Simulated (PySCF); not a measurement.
# Two-dimensional NMR puzzle

Compound of formula C8H8. Correlations simulated from computed shifts and the bond graph:

HSQC (one-bond C–H):
```csv
δH,δC
7.50,132.2
7.36,127.5
3.27,30.6
```

COSY cross peaks (H two or three bonds apart, from the bond graph; peaks can be absent where the dihedral angle is near 90°):
```csv
δH,δH
7.50,7.36
```

HMBC (two and three bonds, from the bond graph):
```csv
δH,δC
7.50,"151.2, 132.2, 127.5"
7.36,"151.2, 132.2, 30.6"
3.27,"151.2, 127.5, 30.6"
```

Carbons without hydrogens: δ 151.2.

Single conformer, non-relativistic, isolated molecule, averaged over atoms made equivalent by symmetry, fast rotation or ring inversion. Shieldings: GIAO PBE0/pcSseg-1; structure optimised with GFN2-xTB; PySCF 2.14.0 with density-fitted response routines.

Shifts are taken against calculated references (same method and geometry level): ¹H, ¹³C vs TMS.

Exchangeable hydrogens are left out of these lists.

Task: Work out the connectivity.

Result: SMILES C1C2=CC=CC=C2C1.

Numbering as in the mapped SMILES `[cH:1]1[cH:2][cH:3][c:4]2[c:5]([cH:6]1)[CH2:7][CH2:8]2`; H(Xn) means a hydrogen on atom n.

δC 151.2 is C4/C5, a substituted aromatic carbon. δC 132.2 is C1/C2, an aromatic CH (δH 7.50). δC 127.5 is C3/C6, an aromatic CH (δH 7.36). δC 30.6 is C7/C8, an sp3 CH2 on an aromatic ring (δH 3.27). HMBC from δH 7.50 reaches the proton-free carbon C4/C5. HMBC from δH 7.36 reaches the proton-free carbon C4/C5. HMBC from δH 3.27 reaches the proton-free carbon C4/C5. COSY links 7.50–7.36.

The shifts were computed for this structure.

Shifts are as computed. Against solution values, carbons near 30 ppm lie about +3 ppm off and those near 130 ppm about +5 ppm. Of 1211 compounds with measured shifts, 218 miss one by over three times the rms of a fit or turn the order of signals round; such compounds aren't used in these exercises.
